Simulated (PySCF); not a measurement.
1-chlorocyclopenta-1,3-diene (C5H5Cl), SMILES ClC1=CC=CC1.

Coordinates come from a ωB97X-D3(BJ)/def2-SVP optimisation. Other conformers were not sampled.

Two levels are set side by side: PBE/def2-TZVP (PySCF) and ωB97X/def2-TZVP (PySCF). Same geometry, gas phase. Differences are taken from unrounded values.

| quantity | ωB97X | PBE | PBE minus ωB97X |
|---|---|---|---|
| orbital gap (eV) | 9.86 | 3.54 | -6.32 |
| highest occupied level (eV) | -8.60 | -5.32 | 3.28 |
| lowest empty level (eV) | 1.26 | -1.78 | -3.04 |
| dipole moment (D) | 1.45 | 1.28 | -0.17 |
| mean polarisability (bohr³) | 66.6 | 69.2 | 2.6 |

PBE's occupied levels lie high since its potential decays too fast outside the molecule; exact exchange lowers them and widens the gap. PBE's more diffuse valence density responds more strongly to a field. Differences between two approximate levels are no errors against the true value.

Rough cost on one machine, each run with all the roots and properties that it gave: ωB97X against PBE within a factor of 2.
